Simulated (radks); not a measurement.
Spherical jellium clusters: N electrons in a uniform positive sphere of charge N and radius rs N^(1/3), rs = 2.33 bohr. Method: non-relativistic Kohn-Sham, PBE, spin-polarised, spherical densities; computed with a radial shooting solver with Libxc functionals. Levels are named by radial order and angular momentum (1s, 1p, 1d, 2s, ...), and open shells are averaged over m.

N = 27, configuration 1s2 1p6 1d10 2s2 1f(up 7, down 0). This is the lowest configuration that the search found. Occupied and some empty levels:

| level | occupation | eigenvalue (eV) | <r> (bohr) |
|---|---|---|---|
| 1s up | 1 | -10.661 | 4.185 |
| 1s down | 1 | -10.418 | 3.914 |
| 1p up | 3 | -8.6514 | 5.091 |
| 1p down | 3 | -8.1259 | 4.887 |
| 1d up | 5 | -6.2498 | 5.749 |
| 1d down | 5 | -5.5235 | 5.626 |
| 2s up | 1 | -5.4267 | 4.945 |
| 2s down | 1 | -4.9365 | 5.044 |
| 1f up | 7 | -3.5494 | 6.376 |
| 1f down | 0 | -2.7117 | 6.355 |
| 2p up | 0 | -2.5789 | 6.394 |
| 2p down | 0 | -2.1250 | 6.508 |
| 1g up | 0 | -0.71363 | 7.262 |

Energy (eV): total -23.8836, kinetic 127.12, external -3305.2, Hartree 1608.0, exchange-correlation -156.56, background 1702.8.
